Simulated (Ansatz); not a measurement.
Consider the ligand exchange at a Ti–O bond: `C[O][Ti]([F])([SH])[Cl]` + HCl → `[F][Ti]([SH])([Cl])[Cl]` + CH₃OH.

Gas-phase electronic energies from Ansatz, PBE0-D4/def2-TZVP geometries. CCSD(T)/CBS is the MP2 limit (def2-TZVPP, def2-QZVPP) plus CCSD(T) − MP2 in def2-TZVPP, frozen cores. This one scheme is used for every species. DFT in def2-TZVPP. B3LYP here is the variant with VWN-RPA as its local correlation; programs differ in this. For Ti outer-core shells are correlated without core-valence functions, which leaves a few kJ/mol of doubt a bond. Scalar relativity is left out up to krypton. One conformer a species, not always the lowest.

| level | ΔE (kcal/mol) | difference from CCSD(T)/CBS |
| --- | --- | --- |
| r2SCAN-D4 | 1.2 | -0.9 |
| PBE0-D4 | 1.1 | -1.0 |
| B3LYP-D4 | 2.3 | 0.2 |
| ωB97X-V | 3.0 | 0.9 |
| PBE | 1.0 | -1.1 |
| PBE0 | 0.8 | -1.3 |
| HF/def2-QZVPP | 2.5 | 0.4 |
| MP2/def2-QZVPP | 1.2 | -0.9 |
| MP2/CBS(def2) | 0.8 | -1.3 |
| CCSD/CBS(def2) | 2.6 | 0.5 |
| CCSD(T)/CBS | 2.1 | 0 |

Largest T1 diagnostic among the species: 0.026, so the coupled-cluster value is less sure than usual.
